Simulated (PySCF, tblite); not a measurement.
Task: What does the GFN2-xTB structure of InChI=1S/C4H4ClF3OSi/c5-3(9)2(10)1-4(6,7)8/h1H,10H3/b2-1- look like in three dimensions?

Result: 
```xyz
14
C4H4ClF3OSi angstrom
O      1.8211    2.1196   -1.1546
C      1.6116    1.2957   -0.3320
Cl     2.8015    0.9614    0.9461
C      0.4792    0.3949   -0.1602
Si     0.9284   -1.4650   -0.0239
C     -0.7389    0.9131   -0.0487
C     -1.9530    0.0643    0.1622
F     -3.0109    0.7880    0.5418
F     -2.3204   -0.5954   -0.9512
F     -1.7717   -0.8776    1.1064
H      2.2159   -1.6130   -0.6962
H     -0.1109   -2.2060   -0.7284
H      0.9884   -1.7560    1.4037
H     -0.9410    1.9754   -0.0872
```

Orientation and origin are arbitrary. Atoms count from 1 in this order. Si5 (SiH3 silicon) is distorted tetrahedral (angles from 105.8° to 113.6°). Of the pairs four or more bonds apart, Si5···F10 is among the closest relative to their van der Waals radii: 2.99 Å, 84 % of the sum of Bondi's values. The 3 C–C bonds span 1.328 Å (C4=C6, drawn double) to 1.496 Å (C6–C7, drawn single), a spread of 0.168 Å.

Bonds between heavy atoms (Å): O1=C2 1.183, C2–Cl3 1.778, C2–C4 1.457, C4–Si5 1.918, C4=C6 1.328, C6–C7 1.496, C7–F8 1.337, C7–F9 1.345, C7–F10 1.346.

Computed geometry: GFN2-xTB, gas phase.

Point group: C1 (no symmetry element, even within 0.4 Å). Its GFN2-xTB frequencies are all real (lowest 25 cm⁻¹). The numbers are those of one conformer (O1–C2–C4–Si5 126°).
